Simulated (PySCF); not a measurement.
HAl, singlet, geometry from GFN2-xTB (such geometries of metal compounds can be far from the true shape) (in this run its highest filled SCF level lies above zero, so its values depend strongly on the basis, on diffuse functions most of all); DF-PBE/STO-3G in PySCF.

PySCF was given this input:
```python
from pyscf import gto, scf, dft

mol = gto.Mole()
mol.atom = '''
    Al   -0.000000   -0.000000   -0.115220
    H     0.000000    0.000000    1.497855
'''
mol.basis = 'sto-3g'
mol.charge = 0
mol.spin = 0
mol.verbose = 4
mol.build()

mf = dft.RKS(mol)
mf.xc = 'pbe'
mf = mf.density_fit(auxbasis='def2-universal-jkfit')
mf.kernel()
```

The log (banner, timings and long lists left out):

```
PySCF version 2.14.0

[INPUT] verbose = 4
[INPUT] num. atoms = 2
[INPUT] num. electrons = 14
[INPUT] charge = 0
[INPUT] spin (= nelec alpha-beta = 2S) = 0
[INPUT] symmetry False subgroup None
[INPUT] Mole.unit = angstrom
[INPUT] Symbol           X                Y                Z      unit          X                Y                Z       unit  Magmom
[INPUT]  1 Al     0.000000000000   0.000000000000  -0.115220000000 AA    0.000000000000   0.000000000000  -0.217734244072 Bohr   0.0
[INPUT]  2 H      0.000000000000   0.000000000000   1.497855000000 AA    0.000000000000   0.000000000000   2.830535724310 Bohr   0.0

nuclear repulsion = 4.26471412796057
number of shells = 6
number of NR pGTOs = 30
number of NR cGTOs = 10
basis = sto-3g
ecp = {}

******** <class 'pyscf.df.df_jk.DFRKS'> ********
method = DFRKS
initial guess = minao
damping factor = 0
level_shift factor = 0
DIIS = <class 'pyscf.scf.diis.CDIIS'>
diis_start_cycle = 1
diis_space = 8
diis_damp = 0
SCF conv_tol = 1e-09
SCF conv_tol_grad = None
SCF max_cycles = 50
direct_scf = False
XC library pyscf.dft.libxc version 7.1.2
    S. Lehtola, C. Steigemann, M. J. T. Oliveira, and M. A. L. Marques,  SoftwareX 7, 1–5 (2018)
XC functionals = pbe
    J. P. Perdew, K. Burke, and M. Ernzerhof,  Phys. Rev. Lett. 77, 3865 (1996)
    J. P. Perdew, K. Burke, and M. Ernzerhof,  Phys. Rev. Lett. 78, 1396 (1997)
    J. P. Perdew, K. Burke, and M. Ernzerhof,  Phys. Rev. Lett. 77, 3865 (1996)
    J. P. Perdew, K. Burke, and M. Ernzerhof,  Phys. Rev. Lett. 78, 1396 (1997)
radial grids:
    Treutler-Ahlrichs [JCP 102, 346 (1995); DOI:10.1063/1.469408] (M4) radial grids

becke partition: Becke, JCP 88, 2547 (1988); DOI:10.1063/1.454033
pruning grids: <function nwchem_prune>
grids dens level: 3
symmetrized grids: False
atomic radii adjust function: <function treutler_atomic_radii_adjust>
small_rho_cutoff = 0
Set gradient conv threshold to 3.16228e-05
Initial guess from minao.
tot grids = 28992
init E= -239.577636903119
  HOMO = -0.141020355267811  LUMO = 0.0543717427514334  gap/eV = 5.31689
cycle= 1 E= -239.824218194134  delta_E= -0.247  |g|= 0.174  |ddm|=  1.5
  HOMO = 0.00627251073139695  LUMO = 0.131259207771915  gap/eV = 3.40106
cycle= 2 E= -239.827063309821  delta_E= -0.00285  |g|= 0.152  |ddm|= 0.655
  HOMO = 0.00430310737996248  LUMO = 0.153386331092856  gap/eV = 4.05676
cycle= 3 E= -239.838128329489  delta_E= -0.0111  |g|= 0.00762  |ddm|= 0.347
  HOMO = 0.00374123488760947  LUMO = 0.153154758361018  gap/eV = 4.06575
cycle= 4 E= -239.838166652309  delta_E= -3.83e-05  |g|= 0.000439  |ddm|= 0.0264
  HOMO = 0.0036339809369299  LUMO = 0.15314965345523  gap/eV = 4.06853
cycle= 5 E= -239.838166759082  delta_E= -1.07e-07  |g|= 3.02e-05  |ddm|= 0.00102
  HOMO = 0.00364103834072554  LUMO = 0.153147157715803  gap/eV = 4.06827
cycle= 6 E= -239.838166759503  delta_E= -4.22e-10  |g|= 1.13e-07  |ddm|= 6.38e-05
  HOMO = 0.0036411044942658  LUMO = 0.153147165072554  gap/eV = 4.06827
Extra cycle  E= -239.838166759503  delta_E= -2.84e-14  |g|= 4.47e-08  |ddm|= 3.64e-07
converged SCF energy = -239.838166759503
```
